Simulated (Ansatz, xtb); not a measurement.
## Isomers of C4H4O3 in order of energy

3 gas-phase structures of C4H4O3, from a drawn sample of its isomers (lower ones may exist). Each was relaxed with GFN2-xTB; where two conformers were screened, the lower at r2SCAN-D4/def2-SVP is listed:

A. `O=CC1(C=O)CO1`, a singlet
B. `O=C[C@@H]1O[C@H]1C=O`, a singlet
C. `O=C[C@@H]1O[C@@H]1C=O`, a singlet

Problem. Which do you expect lowest at r2SCAN-D4/def2-SVP, and how would the others follow?

Solution. Calculated order at r2SCAN-D4/def2-SVP: B (0.0), A (0.9), C (2.2) kcal/mol. Less than 1 kcal/mol parts B and A, so the order within that pair means little.

Energies above the lowest of each column, in kcal/mol; the last columns are at B3LYP/def2-SVP geometries:

| structure | GFN2-xTB | HF/STO-3G | r2SCAN-D4/def2-SVP | B3LYP/def2-SVP | CCSD(T)/def2-SVP + ΔMP2/def2-TZVPP |
| --- | --- | --- | --- | --- | --- |
| B | 0.0 | 0.0 | 0.0 | 0.0 | 0.0 |
| A | 2.1 | 0.6 | 0.9 | 1.6 | 1.6 |
| C | 0.9 | 1.3 | 2.2 | 2.1 | 2.0 |

Every level run on B puts it lowest or level with the lowest. Flexible structures stand in one conformer each, not always the lowest. ΔMP2 is the change of the MP2 energy from the smaller to the larger basis.

Programs: Ansatz 0.2.0, xtb 6.7.1.
